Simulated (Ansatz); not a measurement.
```yaml
crystal:
  periodic: [false, false, false]
  atoms:
    - {symbol: C, position_ang: [-1.367981, 0.861900, 1.067868]}
    - {symbol: Si, position_ang: [0.417798, 0.826409, 0.241067]}
    - {symbol: O, position_ang: [1.679270, 1.048404, 1.431645]}
    - {symbol: Al, position_ang: [0.792341, -1.319810, -1.163327]}
    - {symbol: O, position_ang: [-0.380688, -1.588730, -2.484585]}
    - {symbol: H, position_ang: [-1.527655, -0.020233, 1.784177]}
    - {symbol: H, position_ang: [-1.518832, 1.834953, 1.657780]}
    - {symbol: H, position_ang: [-2.176158, 0.804407, 0.253521]}
    - {symbol: H, position_ang: [0.541794, 2.089575, -0.676054]}
    - {symbol: H, position_ang: [1.963881, 0.243351, 1.961527]}
    - {symbol: H, position_ang: [1.998352, -2.461744, -0.932020]}
    - {symbol: H, position_ang: [-0.341377, -2.376443, -3.105898]}
basis:
  gaussian: {orbitals: def2-SVP}
magnetization: {spin_polarized: true, initial_magnetization: 0}
hamiltonian: {xc: {name: PBE-QIDH}}
accuracy: high
```

```sh
$ ansatz run in.yaml --threads 4 --pin off --events-out ev --progress --plain --max-ram 10444MiB
```

Output, abridged:

```
Functional definition: PBE-QIDH
2522 factors; integrals over basis functions are off by at most 3.3e-8 eV
mean field evaluation 1: about -19679.9139 eV, gradient 4.1e1 eV
mean field evaluation 2: about -19679.9183 eV, gradient 4.1e1 eV
mean field evaluation 4: about -19686.4877 eV, gradient 3.3e0 eV
mean field evaluation 8: about -19686.5399 eV, gradient 9.5e-2 eV
mean field evaluation 16: about -19686.5399 eV, gradient 1.3e-5 eV
mean field -19686.53994496 eV, -723.4669989611 hartree, gradient 6.7e-8 eV, S^2 0.000000; 0 other end points of the search recorded, 0 dependent functions left out
13 core orbitals not correlated: weight in the atoms' cores, before any rotation towards them, 1.000 or more for the frozen orbitals, at most 0.000 for the correlated occupied ones
reference -19686.53994634 eV, -723.4669990118 hartree; 15, 15 occupied and 85, 85 virtual orbitals, 2522 factors
second order -21.20910019 eV of doubles, -0.00000000 eV of singles
Total energy: -19693.60964640 eV, -723.7268056972 hartree
```

Run time 8 s (4 threads of an Arm Neoverse V1 on a shared host); peak host memory 0.72 GiB.
